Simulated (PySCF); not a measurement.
Au(CO) (CAuO), SMILES [O+]#[C-]->[Au] (connectivity only; charge and spin as stated), neutral, multiplicity 2.

The structure is a stationary point at B3LYP-D3(BJ)/def2-TZVP. The spin state was assumed, not searched. The isomer is the one that the SMILES or the coordinates give; other isomers of the formula were not compared. The def2 effective core potentials stand for the cores of Au; spin–orbit coupling is left out.

Two levels are set side by side: PBE/def2-TZVPD (PySCF) and r2SCAN/def2-TZVPD (PySCF). Same geometry, gas phase. Differences are taken from unrounded values.

```
quantity                     r2SCAN   PBE  PBE minus r2SCAN
---------------------------  ------  ----  ----------------
α-spin orbital gap (eV)        2.88  2.39             -0.49
β-spin orbital gap (eV)        3.35  2.82             -0.53
dipole moment (D)              0.49  0.36             -0.12
mean polarisability (bohr³)    56.2  55.6              -0.6
```

Rough cost on one machine, each run with all the roots and properties that it gave: r2SCAN against PBE within a factor of 2.
